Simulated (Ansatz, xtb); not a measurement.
Breaking the B1–F3 bond in BF2H (SMILES FBF) (multiplicity 1 held, fragments rigid). Energies count from the point at 1.318 Å.
Geometry at that point (charge 0, multiplicity 1):
```csv
atom,x (Å),y (Å),z (Å)
B,-0.2354,-0.3854,0.0819
H,-0.8442,-1.3818,0.2937
F,0.8992,-0.1388,0.7049
F,-0.6746,0.5064,-0.7830
```

Restricted levels (R-, RO-) in cc, def2 and unpolarised 6-31G sets keep to the state of the molecule at rest. Unrestricted levels (U-) break spin symmetry where that is lower. Left out are points that failed, MP2 points that dive below the minimum, coupled-cluster points behind a jump of the amplitudes or a sharp parting from full CI or MRCI, small-basis points behind a change of solution, and semi-empirical points at long bonds. Levels need not reach the same state.

Correlated levels freeze the cores.

Codes used: Ansatz (Gaussian orbitals); xtb for the GFN methods. Values without a source in brackets are computed. The GFN methods have no spin term and hold the electronic entropy of 300 K.

Energies in kcal/mol.

| R (Å) | GFN2-xTB | R-MP2/cc-pVDZ | R-SCS-MP2/cc-pVDZ | U-SCS-MP2/cc-pVDZ | R-CCSD(T)/cc-pVDZ | U-CCSD(T)/cc-pVDZ |
|---|---|---|---|---|---|---|
| 1.054 | 64.8 | 72.6 | 72.6 | 72.6 | 72.5 | 72.5 |
| 1.186 | 9.3 | 14.9 | 14.9 | 14.9 | 14.9 | 14.9 |
| 1.318 | 0.0 | 0.0 | 0.0 | 0.0 | 0.0 | 0.0 |
| 1.449 | 7.4 | 5.2 | 5.1 | 5.1 | 5.1 | 5.1 |
| 1.581 | 20.2 | 19.5 | 19.4 | 19.4 | 19.4 | 19.4 |
| 1.779 | 41.2 | 47.2 | 46.8 | 46.8 | 46.8 | 46.8 |
| 1.977 | 61.0 | 75.2 | 74.6 | 74.6 | 74.3 | 74.3 |
| 2.306 | 89.0 | 115.8 | 114.6 | 137.7 | 112.5 | 114.4 |
| 2.635 | 109.3 | 146.9 | 145.2 | 157.6 | 137.9 | 142.6 |
| 3.031 | 124.2 | 173.8 | 171.3 | 164.4 | 147.1 | 159.0 |
| 3.558 | left out | 195.1 | 191.1 | 166.8 | 111.1 | 163.6 |
| 4.217 | left out | 202.3 | 195.5 | 167.4 | 32.1 | 164.5 |

Doubts at one or more of the structures used: a restricted determinant that unrestricted orbitals would lower (R-MP2/cc-pVDZ, R-SCS-MP2/cc-pVDZ, R-CCSD(T)/cc-pVDZ); a spin-contaminated determinant (U-SCS-MP2/cc-pVDZ, U-CCSD(T)/cc-pVDZ); other coupled-cluster roots lie near (R-CCSD(T)/cc-pVDZ); T1 above 0.05 (R-CCSD(T)/cc-pVDZ, U-CCSD(T)/cc-pVDZ).

Ansatz is a first-principles code.
